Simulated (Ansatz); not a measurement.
This geometry of CH₃SSe (6 atoms, charge -1, multiplicity 1) is a first-order saddle point.

These are results of RKS B3LYP-D4/def2-SVP in Ansatz, not measurements.

```xyz
6
Properties=species:S:1:pos:R:3
C -0.304 0.497 -0.257
S 0.755 -0.033 1.155
Se 1.120 -2.246 0.765
H -1.284 0.879 0.089
H 0.183 1.288 -0.858
H -0.470 -0.384 -0.894
```

Question: Which two structures does it join? (They come from a converged band through this point; their orientation in space is the band's.)

Answer: No bond is made or broken. The dihedral H4–C1–S2–Se3 goes from -180 to 60°. The two ends are copies of one structure, up to a mirror image or an exchange of like atoms.

First end point:

```xyz
6
Properties=species:S:1:pos:R:3
C -0.407 0.418 -0.205
S 0.273 -0.351 1.308
Se 1.788 -1.808 0.453
H -1.172 1.165 0.084
H 0.390 0.918 -0.783
H -0.871 -0.343 -0.857
```

Last end point:

```xyz
6
Properties=species:S:1:pos:R:3
C -0.228 0.473 -0.326
S 1.200 -0.064 0.680
Se 0.602 -2.176 1.256
H -1.159 0.440 0.265
H -0.055 1.510 -0.673
H -0.361 -0.184 -1.202
```

Question: How far does it lie above each of them?

Answer: 0.093 eV above the first and 0.093 eV above the second. This is the barrier of this one path; another mechanism may lie lower. Limits of this set-up: an anion without diffuse functions, the dipole of an ion depends on the origin.

The run took 83 s on 1 thread of Arm Neoverse V2 (shared host), peak memory 0.16 GiB.
